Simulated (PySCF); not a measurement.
C2H4Cl2Si. Atoms are numbered in the order given.

```xyz
9

Si    -0.0481    -0.3921     0.0000
Cl     1.0619     0.1097     1.6775
Cl     1.0619     0.1097    -1.6775
C     -1.6467     0.5412     0.0000
C     -2.8286    -0.0904     0.0000
H     -0.2798    -1.8545     0.0000
H     -1.6203     1.6380     0.0000
H     -2.9008    -1.1842     0.0000
H     -3.7798     0.4531     0.0000
```

Coordinates come from a B3LYP-D3(BJ)/def2-SVP optimisation. One conformer was computed; it need not be the lowest.

Computed with B3LYP-D3(BJ)/def2-SVP (PySCF 2.14.0).

Frequencies are harmonic and unscaled.

Problem. List the normal modes with their intensities. (An estimate is asked for; the answer gives what the named calculation found.)

Solution. 
| mode | ν (cm⁻¹) | IR (km/mol) | Raman (Å⁴/amu) | depolarisation | moving atoms (share of kinetic energy) |
|---|---|---|---|---|---|
| 1 | 72 | 0.0 | 8.1 | 0.75 | C 46 %, H 26 %, Cl 22 % |
| 2 | 167 | 0.1 | 6.6 | 0.75 | H 40 %, C 29 %, Cl 26 % |
| 3 | 172 | 6.0 | 2.8 | 0.73 | Cl 59 %, Si 19 %, C 15 % |
| 4 | 185 | 3.5 | 1.6 | 0.68 | Si 32 %, Cl 30 %, C 22 %, H 16 % |
| 5 | 323 | 2.8 | 6.7 | 0.24 | C 48 %, Cl 31 %, H 15 % |
| 6 | 519 | 2.9 | 2.1 | 0.75 | H 44 %, C 26 %, Cl 20 %, Si 10 % |
| 7 | 524 | 52.8 | 9.6 | 0.08 | Si 47 %, Cl 40 % |
| 8 | 597 | 141.4 | 5.6 | 0.75 | Si 46 %, H 23 %, Cl 22 %, C 10 % |
| 9 | 727 | 65.6 | 2.8 | 0.30 | C 43 %, Si 35 %, H 21 % |
| 10 | 812 | 148.5 | 5.9 | 0.75 | H 89 %, Si 10 % |
| 11 | 819 | 165.6 | 8.8 | 0.75 | H 90 %, Si 9 % |
| 12 | 997 | 29.4 | 0.4 | 0.75 | H 73 %, C 27 % |
| 13 | 1013 | 11.6 | 4.8 | 0.65 | H 83 %, C 16 % |
| 14 | 1031 | 9.0 | 0.3 | 0.75 | H 92 %, C 8 % |
| 15 | 1272 | 1.1 | 9.6 | 0.29 | H 72 %, C 28 % |
| 16 | 1422 | 20.8 | 24.6 | 0.45 | H 83 %, C 17 % |
| 17 | 1666 | 14.2 | 19.4 | 0.14 | C 84 %, H 16 % |
| 18 | 2271 | 85.2 | 113.9 | 0.16 | H 97 % |
| 19 | 3117 | 8.6 | 104.0 | 0.14 | H 95 % |
| 20 | 3148 | 0.3 | 119.9 | 0.31 | H 92 %, C 8 % |
| 21 | 3209 | 5.3 | 98.9 | 0.61 | H 89 %, C 11 % |
